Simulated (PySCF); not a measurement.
# Steps of a relaxation of [NdO(OH)]−

[NdO(OH)]− (singlet in the valence; each metal's 4f electrons, 4 of them, lie in its core potential, out of spins and levels). PySCF 2.14.0, RKS PBE0, Nd lcecp-0-SVP with ECP50, O def2-SVP, H def2-SVP; non-relativistic Hamiltonian with scalar-relativistic core potentials where named; density fitting; no spin-orbit coupling. Origin of the start: template. Columns: position (Å) and force (eV/Å). Energies are counted from the last step; some of the 27 steps are shown. Forces carry noise of the integration grid, about 0.01 to 0.03 eV/Å.

Run from Python with OMP_NUM_THREADS=2. Where DIIS fails, smearing, a level shift and second-order steps follow.
It took 82 s on 2 threads of Intel(R) Xeon(R) Platinum 8259CL CPU @ 2.50GHz (Skylake/Cascade Lake) (shared host), from the converged density of the start.

```xyz
4
step 0  E = 0.207 eV
Nd    0.0493   -0.0005   -0.1682    -1.16   -0.02   -0.94
O     1.8612   -0.0005    0.6427     1.32    0.01    0.78
O    -2.1054   -0.0005    0.7961    -0.41    0.06   -0.01
H    -3.0650    0.0901    0.8551     0.26   -0.04    0.16
```

```xyz
4
step 9  E = 0.053 eV
Nd    0.0273   -0.0367   -0.3547     0.07   -0.02   -0.10
O     1.6978    0.0215    0.8208     0.13    0.01    0.08
O    -2.0988    0.0193    0.5439    -0.87    0.06    0.35
H    -2.8863    0.0845    1.1156     0.68   -0.06   -0.33
```

```xyz
4
step 17  E = 0.009 eV
Nd    0.0040   -0.0486   -0.3975     0.14    0.00   -0.01
O     1.5894    0.0312    0.9027    -0.11    0.00   -0.04
O    -2.1984    0.0263    0.3837    -0.19    0.01    0.32
H    -2.6549    0.0796    1.2366     0.16   -0.01   -0.28
```

**Question.** Where does the relaxation end?

**Answer.** It converges at step 26 in Cs:
```xyz
4
step 26  E = 0
Nd   -0.0140   -0.0501   -0.4673
O     1.4296    0.0358    0.9737
O    -2.2123    0.0184    0.3455
H    -2.4633    0.0844    1.2736
```

**Question.** How did the contacts change?

**Answer.** 
| contact | start (Å) | end (Å) |
| --- | --- | --- |
| Nd1–O2 (O) | 1.985 | 2.042 |
| Nd1–O3 (OH) | 2.361 | 2.345 |


An lcecp potential fixes the number of 4f electrons, so in runs with it no electron can move into or out of that shell; real Nd(II) is rare or takes another configuration.
